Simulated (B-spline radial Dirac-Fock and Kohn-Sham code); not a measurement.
The computed values come from a radial finite-basis atomic code: the Dirac equation of a negative muon with reduced mass in the field of a spherical finite nucleus, with the Uehling potential to all orders; nuclear polarisation, deformation, hyperfine structure, self-energy, higher-order vacuum polarisation, relativistic recoil and electron screening are left out. The nuclear charge is a Fermi distribution (skin thickness 2.3 fm).

Question: A muonic atom of atomic mass 182.97 u emits these computed lines: 2p3/2 → 1s1/2 5847 keV, 3d5/2 → 2p3/2 2394 keV, 4f7/2 → 3d5/2 892.4 keV, 5g9/2 → 4f7/2 410.4 keV. Which element is it, and what rms charge radius was used?

Answer: Mercury (Z = 80, nuclide ¹⁸³Hg); the high transitions hardly feel the nucleus and fix Z. The 2p → 1s line lies 9415 keV below the value for a point nucleus without QED, which for this nuclear model gives a radius near 5.44 fm (5.4405 fm was used).
